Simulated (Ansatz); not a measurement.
A geometry relaxed with Ansatz (a quantum-chemistry and plane-wave program) with PBE0-D4/def2-SVP, charge 0, multiplicity 1:

```xyz
28

N      1.3604    -0.4385    -0.1817
H     -2.6597    -1.2541    -1.4676
C     -0.9624    -2.3206     0.2940
H      2.1639    -2.3720    -0.5672
H      3.1919     0.6466    -0.1480
H      2.1149     0.8746     1.2581
N     -0.2786     1.3841     0.2871
C      1.7298    -1.4927    -1.0850
H      0.8545    -1.8317    -1.6546
H     -1.0110     2.4369     1.9589
H     -1.0774    -3.0273    -0.5528
H      0.0174    -2.5002     0.7558
H     -3.1822    -0.6957     0.1378
H      1.2696     2.0847    -0.9289
H     -1.8776     0.9361     1.5555
H      1.0274     3.0435     0.5580
C     -2.3778    -0.5992    -0.6196
C     -1.3693     1.8070     1.1209
B      0.0000    -0.0001     0.0000
N     -1.0819    -0.9458    -0.1055
H     -0.1206     3.1869    -0.7922
H     -2.3788     0.4358    -0.9862
C      0.5094     2.4661    -0.2345
H     -1.7370    -2.5890     1.0393
H      3.0398    -0.6345     1.0757
H     -2.1241     2.4066     0.5726
H      2.4890    -1.1466    -1.8140
C      2.4703     0.1393     0.5242
```

### Question
Write the SMILES of this molecule.

### Answer
`CN(C)B(N(C)C)N(C)C`
